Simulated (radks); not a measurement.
Results of a calculation; reference values are marked as such.
Question: Valence configurations of Co I (all share [Ar]). Code: a radial shooting solver on a logarithmic mesh with Libxc functionals. Model: scalar-relativistic Kohn-Sham, PBEsol, spin-unpolarised, spherical densities, finite nucleus; Fermi nuclear charge, rms radius 3.7875 fm. Order these by energy: 3d7 4s1 4p1; 3d8 4p1; 3d6 4s1 4p2; 3d6 4s2 4p1; 3d7 4s1.5 4p0.5; 3d7 4s2; 3d7.5 4s1.5; 3d8 4s1; 3d6.5 4s2 4p0.5; 3d7 4p2.

Answer: From the lowest, in eV above it: 3d8 4s1 0.000; 3d7.5 4s1.5 0.249; 3d7 4s2 1.214; 3d7 4s1.5 4p0.5 3.371; 3d8 4p1 3.766; 3d6.5 4s2 4p0.5 5.361; 3d7 4s1 4p1 5.597; 3d7 4p2 10.230; 3d6 4s2 4p1 10.905; 3d6 4s1 4p2 16.189. NIST lists [Ar] 3d7 4s2 as the ground configuration; this level of theory puts 3d8 4s1 lower, by 1.214 eV. The energies are those of spherical spin-averaged densities, not of single terms.
